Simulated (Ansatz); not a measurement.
Cartesian coordinates (Å):
```xyz
5

O      1.4471    -0.2703     0.6108
Al     0.0250    -0.9859     0.0128
O     -1.4360    -0.1669    -0.2814
H      1.5615     0.6549     0.8377
H     -1.5977     0.7682    -0.1399
```
Charge 0, spin multiplicity 2.

These are Ansatz (a first-principles code) with frozen-core CCSD(T)/cc-pVTZ // r2SCAN-D4/def2-TZVP values and carry that method's errors.

| Item | Value |
|---|---|
| HF energy | -392.96400 Ha |
| MP2 correlation energy | -0.54468 Ha |

Problem. Estimate the CCSD correlation energy, the (T) correction, the total energy and the T1 diagnostic.

Solution. 
```yaml
CCSD correlation energy: -0.54938 Ha
"(T) correction": -0.01937 Ha
CCSD(T) total energy: -393.53275 Ha
T1 diagnostic: 0.014
```
